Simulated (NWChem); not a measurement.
Molecule: CaHOF; SMILES [OH][Ca][F]

```xyz
4

Ca     0.2908     0.0281     0.0000
F     -0.3056     1.9219     0.0000
O     -0.2936    -1.8874     0.0000
H     -0.7162    -2.7586     0.0000
```
Atoms are numbered in this order, from 1.

Results from NWChem. Pople sets run with spherical d functions. Coordinates come from a PBE-D3(BJ)/def2-SVP optimisation. Level M06-2X/6-31G*: energy and gradient on several grids; changes count from the extra-fine grid, which is no exact limit either.

Q: Which is the coarsest grid (xfine; medium; fine; xcoarse; coarse) from which on the energy stays within 500 μHa and each gradient component within 500 μHa/bohr of xfine?

A: medium.
```tsv
grid	size of the energy change (μHa)	largest change of a gradient component (μHa/bohr)
xcoarse	20000	2000
coarse	1000	900
medium	100	200
fine	< 10	< 30
xfine	< 10	< 30
```
